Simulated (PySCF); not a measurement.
C5H9FSe.
SMILES with atom numbers: `[CH3:1][C@@H:2]1[CH2:3][Se:4][C@:5]1([CH3:6])[F:7]` (hydrogens: H8, H9, H10 on C1; H11 on C2; H12, H13 on C3; H14, H15, H16 on C6)

Structure used (PBE0-D3(BJ)/def2-SVP), in Å, numbered top down from 1:
```
atom  x, y, z in Å
C1    -1.2017   -0.0067   -1.4935
C2    -0.7283    0.0349   -0.0546
C3    -0.9139    1.3592    0.6972
Se4    0.7805    1.1207    1.6762
C5     0.7903   -0.1458    0.1468
C6     1.3253   -1.5280    0.3927
F7     1.4763    0.3973   -0.9143
H8    -0.6930    0.7624   -2.0921
H9    -0.9954   -0.9848   -1.9551
H10   -2.2870    0.1679   -1.5492
H11   -1.2195   -0.7622    0.5267
H12   -0.8553    2.2410    0.0435
H13   -1.8023    1.4286    1.3387
H14    1.1606   -2.1490   -0.5030
H15    0.8282   -1.9948    1.2524
H16    2.4075   -1.4886    0.5848
```

Level: CAM-B3LYP/def2-SVPD in PySCF, non-relativistic, on one gas-phase PBE0-D3(BJ)/def2-SVP geometry that isn't relaxed in the solvent. The solvent is an IEF-PCM continuum (Bondi radii, 1.10 Å for H, scaled by 1.2), and excitations are vertical TDDFT with non-equilibrium linear response and a frozen core. Specific hydrogen bonds and non-electrostatic terms are outside this model. Spin–orbit coupling is left out although an atom past zinc is present.

Gas-phase singlets (H = HOMO, L = LUMO):

```tsv
state	E (eV)	λ (nm)	f	leading configuration
S1	4.032	307	0.000	H→L 93%
S2	5.778	215	0.026	H→L+1 71%
S3	6.183	201	0.048	H-1→L 76%
S4	6.274	198	0.044	H→L+2 52%
S5	6.850	181	0.045	H→L+4 45%
```

Question: How does the list change in dimethylsulfoxide (ε = 46.83)?

Answer: 
```
state  E (eV)  λ (nm)      f  leading configuration  change by rank (eV)
   S1   4.152     299  0.001                H→L 93%               +0.120
   S2   5.819     213  0.046              H→L+1 92%               +0.041
   S3   6.151     202  0.080              H-1→L 91%               -0.032
   S4   6.495     191  0.075              H→L+2 76%               +0.221
   S5   6.857     181  0.111              H→L+3 87%               +0.007
```

Question: What are the lowest 5 singlets in water (ε = 78.36)?

Answer: 
```json
{"state": "S1", "E (eV)": "4.161", "λ (nm)": "298", "f": "0.001", "leading configuration": "H→L 93%", "change by rank (eV)": "+0.129"}
{"state": "S2", "E (eV)": "5.827", "λ (nm)": "213", "f": "0.043", "leading configuration": "H→L+1 92%", "change by rank (eV)": "+0.049"}
{"state": "S3", "E (eV)": "6.160", "λ (nm)": "201", "f": "0.073", "leading configuration": "H-1→L 91%", "change by rank (eV)": "-0.023"}
{"state": "S4", "E (eV)": "6.513", "λ (nm)": "190", "f": "0.069", "leading configuration": "H→L+2 77%", "change by rank (eV)": "+0.239"}
{"state": "S5", "E (eV)": "6.866", "λ (nm)": "181", "f": "0.101", "leading configuration": "H→L+3 87%", "change by rank (eV)": "+0.016"}
```

Question: The ground-state energy changes by -0.186 eV from gas to water. By how much does the total energy of gas-phase S1 change?

Answer: E(S1) = E(S0) + excitation energy, so it changes by -0.186 + 0.129 = -0.057 eV: it is lowered less than the ground state, which is what a blue shift means. This is the vertical state, with the slow part of the continuum still set for S0.

Question: How do the frontier levels move from gas to water?

Answer: 
```
orbital  gas (eV)  solvent (eV)  change (eV)                   Löwdin shares, gas               Löwdin shares, solvent
 LUMO+2      1.17          1.42        +0.25  Se4 41 %, C1 10 %, H11 7 %, H10 6 %   Se4 24 %, C1 12 %, C6 8 %, H11 7 %
 LUMO+1      1.16          1.09        -0.07            Se4 53 %, C6 10 %, C3 6 %                     Se4 78 %, C3 6 %
   LUMO      0.29          0.33        +0.04           Se4 63 %, C5 12 %, C3 11 %           Se4 64 %, C5 12 %, C3 10 %
   HOMO     -7.71         -7.82        -0.11             Se4 75 %, C3 9 %, C5 6 %             Se4 74 %, C3 9 %, C5 6 %
 HOMO-1     -9.28         -9.24        +0.04   Se4 43 %, C5 16 %, C2 11 %, F7 9 %   Se4 42 %, C5 16 %, C2 12 %, F7 8 %
 HOMO-2    -10.37        -10.28        +0.09  Se4 26 %, C3 21 %, C5 16 %, F7 11 %  Se4 24 %, C3 21 %, C5 16 %, C6 12 %
 HOMO-3    -10.88        -10.70        +0.18   C3 18 %, C2 18 %, C1 11 %, F7 10 %  C3 19 %, C2 17 %, C1 12 %, Se4 10 %
```

The HOMO–LUMO gap goes from 7.99 to 8.15 eV.

The run took about 2.1 min of CPU time (one thread, shared machine). This is the whole response run at CAM-B3LYP/def2-SVPD in water, SCF included.
